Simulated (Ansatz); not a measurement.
Species: C$_{2}$H$_{9}$BN$_{2}$, net charge 0, singlet state. SMILES: CCB(N)N
Structure (B3LYP-D3(BJ)/def2-TZVP (Ansatz, a program for electronic structure) minimum search):
```xyz
14

C      1.9339    -0.3855    -0.5848
C      0.9890     0.3923     0.3352
B     -0.5655     0.1044     0.1620
N     -1.4889     0.7970     0.9885
N     -1.0249    -0.8277    -0.8005
H      2.9805    -0.1317    -0.4037
H      1.8341    -1.4643    -0.4391
H      1.7288    -0.1746    -1.6376
H      1.2607     0.1966     1.3794
H      1.1569     1.4673     0.1985
H     -1.1946     1.4633     1.6795
H     -2.4863     0.6783     0.9485
H     -0.3994    -1.3339    -1.4002
H     -1.9933    -1.0495    -0.9541
```

Property: atomisation energy (electronic, to ground-state atoms), in eV. Cores are frozen in the correlated levels unless marked. UHF or UKS for open shells. Spin-orbit coupling is left out. Non-relativistic unless marked X2C. The coupled-cluster limit lacks core correlation, which all-electron functionals hold. Basis-set limits of correlation are two-point, X^-3; Hartree-Fock from the larger set. [CCSD(T)-MP2]/basis is that difference in the basis named.

```tsv
level	program	atomisation energy (eV)	minus last row
HF/6-31G	Ansatz	39.49	-16.86
PBE-D4/def2-TZVPD	Ansatz + dftd4	57.63	1.28
B3LYP/def2-TZVPD	Ansatz	56.39	0.04
BHLYP/def2-TZVPD	Ansatz	55.02	-1.33
r2SCAN0/def2-TZVPD	Ansatz	55.72	-0.63
LC-wPBE-D4/def2-TZVPD	Ansatz + dftd4	56.73	0.38
wB97X/def2-TZVPD	Ansatz	56.43	0.08
B2GP-PLYP-D3(BJ)/def2-TZVPD	Ansatz + dftd3	55.86	-0.49
B2PLYP-D3(BJ)/def2-TZVPD	Ansatz + dftd3	56.09	-0.26
B2PLYP-D4/def2-TZVPD	Ansatz + dftd4	56.06	-0.29
B2PLYP/def2-TZVPD	Ansatz	55.90	-0.45
MP2/STO-3G	Ansatz	54.80	-1.55
MP2/6-31G*	Ansatz	51.38	-4.97
MP2/cc-pVDZ	Ansatz	52.45	-3.90
SCS-MP2/6-31G	Ansatz	48.49	-7.86
SCS-MP2/6-31G*	Ansatz	51.14	-5.21
CCSD/cc-pVQZ	Ansatz	55.05	-1.30
CCSD(T)/6-31G	Ansatz	48.28	-8.07
X2C-CCSD(T)/cc-pVTZ-DK	Ansatz	54.90	-1.45
RI-MP2/CBS(cc-pVTZ,cc-pVQZ)+[CCSD(T)-MP2]/cc-pVDZ	Ansatz	56.45	0.10
CCSD(T)/CBS(cc-pVTZ,cc-pVQZ)	Ansatz	56.35	0.00
```
